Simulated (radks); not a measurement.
The mean radii <r> (bohr) of the occupied orbitals of an atom or ion are listed with their occupations. Method: scalar-relativistic Kohn-Sham, LB94 model potential, spin-polarised, spherical densities, finite nucleus; Fermi nuclear charge, rms radius of each element as measured or else 0.836 A^(1/3) + 0.57 fm; computed with a radial shooting solver on a logarithmic mesh with Libxc functionals.

| orbital | occ. | <r> |
|---|---|---|
| 1s | 2 | 0.05603 |
| 2s | 2 | 0.2521 |
| 2p | 6 | 0.2210 |
| 3s | 2 | 0.6456 |

Name the element and its charge. Open shells, if any, are filled with parallel spins first.

Answer. Z = 27, cobalt, charge +15: Co15+ in [Ne] 3s2. The 1s radius gives Z: for a bare nucleus <r> = (2 gamma + 1)/(2Z) with gamma = sqrt(1 - (Z/c)^2), 0.05483 bohr for Z = 27, and screening makes it slightly larger (0.05603 here). The occupations add up to 12, and the charge is Z minus that.
